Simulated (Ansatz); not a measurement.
A structure relaxed at PBE-D4/def2-SVP in Ansatz, charge 0, singlet:

```xyz
7

W     0.000    0.000    0.000
Br   -2.169   -1.027   -0.660
Br    2.169    1.027    0.660
Br   -0.091    1.478   -2.000
Br    0.091   -1.478    2.000
Br    1.219   -1.719   -1.324
Br   -1.219    1.719    1.324
```

**Question.** Give its formula, name or SMILES and point group.

**Answer.** WBr6. Point group Oh (tolerance 0.1 Å).

**Question.** Summarise the bond lengths by kind (pairs closer than 1.2 times the sum of covalent radii, bridged metal pairs left out).

**Answer.** 6 × Br–W 2.49 Å. The metal has 6 neighbours: Br 2.49 Å, Br 2.49 Å, Br 2.49 Å, Br 2.49 Å, Br 2.49 Å, Br 2.49 Å.

In the def2 sets W takes a core potential; there is no spin–orbit coupling.
